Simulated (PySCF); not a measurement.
Two species compared at the same levels of theory.

First species: C3H10N2Si.
SMILES: `C(C=C)N[SiH2]N`

Second species: C3H8F3NSi2.
Geometry (GFN2-xTB, Å), atoms numbered from 1 in this order:
```
atom  x, y, z in Å
F1     3.542    0.370   -0.991
C2     2.900    0.838    0.082
F3     3.423    1.998    0.473
C4     1.890    0.193    0.652
F5     1.312    0.762    1.736
C6     1.274   -1.061    0.185
Si7   -0.354   -0.717   -0.782
N8    -1.438    0.040    0.317
Si9   -3.098    0.495    0.054
H10    1.972   -1.585   -0.462
H11    1.061   -1.689    1.047
H12   -0.899   -2.008   -1.198
H13   -0.012    0.121   -1.937
H14   -1.018    0.451    1.136
H15   -3.185    1.669   -0.819
H16   -3.741   -0.650   -0.585
H17   -3.638    0.785    1.381
```

Levels: PBE0/pcSseg-1 for dipole moment, HOMO energy, LUMO energy and HOMO–LUMO gap; GFN2-xTB for rotational constant A and rotational constant C. Geometries: GFN2-xTB. Each structure is a single optimised conformer of the isolated species, non-relativistic unless stated; the electronic structure was computed with PySCF and density fitting.

Dipoles, sizes and rotational constants follow the conformer. The torsions of the flexible species, by atom-mapped SMILES:
- `[CH2:1]=[CH:2][CH2:3][NH:4][SiH2:5][NH2:6]`: C1–C2–C3–N4 129°, C2–C3–N4–Si5 150°, C3–N4–Si5–N6 180°, H–N6–Si5–N4 51°, H–N6–Si5–N4 -176°
- `[F:1][C:2]([F:3])=[C:4]([F:5])[CH2:6][SiH2:7][NH:8][SiH3:9]`: C2–C4–C6–Si7 -100°, C4–C6–Si7–N8 -62°, C6–Si7–N8–Si9 -176°

```csv
property,column X,column Y
dipole moment,1.48 D,0.70 D
HOMO energy,-7.06 eV,-6.72 eV
LUMO energy,0.02 eV,0.29 eV
HOMO–LUMO gap,7.08 eV,7.01 eV
rotational constant A,2.209 GHz,10.524 GHz
rotational constant C,0.452 GHz,1.012 GHz
```

Task: Which column belongs to which species?

Result: Column X is the second species and column Y the first. The first has 16 atoms and 56 electrons, the second 17 and 88.

Task: How does each property change from the first species to the second?

Result: dipole moment +0.78 D; HOMO energy -0.34 eV; LUMO energy -0.27 eV; HOMO–LUMO gap +0.07 eV; rotational constant A -8.315 GHz; rotational constant C -0.560 GHz.

On the first: The dipole matches unit charges of opposite sign 0.15 Å apart (1 e·Å = 4.8032 D).

On the second: A dipole of 1.48 D is allowed in C1, and pure rotational transitions are dipole-allowed. The dipole matches unit charges of opposite sign 0.31 Å apart (1 e·Å = 4.8032 D).
